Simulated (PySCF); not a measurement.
Working out the ionisation energy of Ga⁺

Ga⁺ [Ar] 3d10 4s2 (1S) → Ga²⁺ [Ar] 3d10 4s1 (2S). Computed with PySCF 2.14 in x2c-TZVPPall (6s5p4d1f, 48 functions), with scalar relativity by spin-free X2C-1e. Frozen: [Ne]. Energies in hartree (1 hartree = 27.21139 eV):

| part | Ga⁺ (lower) | Ga²⁺ (upper) |
| --- | --- | --- |
| UHF | -1941.966369 | -1941.277701 |
| MP2 opposite-spin | -0.223122 | -0.186626 |
| MP2 same-spin | -0.104229 | -0.096255 |

Q: What does Hartree-Fock give?

A: (-1941.277701) − (-1941.966369) = 0.688668 hartree = 18.740 eV.

Q: What do MP2 and SCS-MP2 (6/5 opposite-spin, 1/3 same-spin) give?

A: The opposite-spin parts differ by 0.993 eV and the same-spin parts by 0.217 eV. MP2: 18.740 + (0.993) + (0.217) = 19.950 eV. SCS-MP2: 18.740 + 1.2 × (0.993) + (0.217)/3 = 20.004 eV.

Measured between the centres of the two terms (NIST): 20.515 eV, so MP2 (valence and next inner shell) is off by -0.565 eV.

What remains against the reference includes basis incompleteness, the frozen core and correlation beyond second order.
